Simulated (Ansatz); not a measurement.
Reaction (substitution at a C–O bond): `O[CH](Cl)[GeH3]` + HBr → `Cl[CH]([GeH3])Br` + H₂O

Program: Ansatz. Geometries: PBE0-D4/def2-TZVP. ΔE: electronic, gas phase. CCSD(T)/CBS is the MP2 limit (def2-TZVPP, def2-QZVPP) plus CCSD(T) − MP2 in def2-TZVPP, frozen cores. This one scheme is used for every species. Functionals use def2-TZVPP. For Br, Ge outer-core shells are correlated without core-valence functions, which leaves a few kJ/mol of doubt a bond. Scalar relativity is left out up to krypton. One conformer a species, not always the lowest.

CCSD(T)/CBS gives -21.9 kJ/mol.

**Question.** Another level gave -6.2 kJ/mol. Which?
A. B2PLYP/def2-TZVPP
B. SCS-MP2/def2-TZVPP
C. BHLYP/def2-TZVPP
D. r2SCAN/def2-TZVPP

**Answer.** D. r2SCAN -6.2, BHLYP -2.2, SCS-MP2/def2-TZVPP -21.3, B2PLYP -11.0 kJ/mol.

Largest T1 diagnostic among the species: 0.011.

The D4 term adds −5.8 kJ/mol with B3LYP and −2.9 kJ/mol with PBE0; it sums over pairs of atoms, weighted by their polarisabilities, and B3LYP, whose exchange is more repulsive, gets the larger term. In def2-TZVPP, CCSD(T) changes the Hartree–Fock value by −17.2 kJ/mol (the triples alone add −2.3 kJ/mol) and MP2 by −28.3 kJ/mol. At CCSD(T), def2-SVP lies +34.3 kJ/mol from the extrapolated value and def2-TZVPP +6.4 kJ/mol.

B3LYP here is the variant with VWN-RPA as its local correlation; programs differ in this.
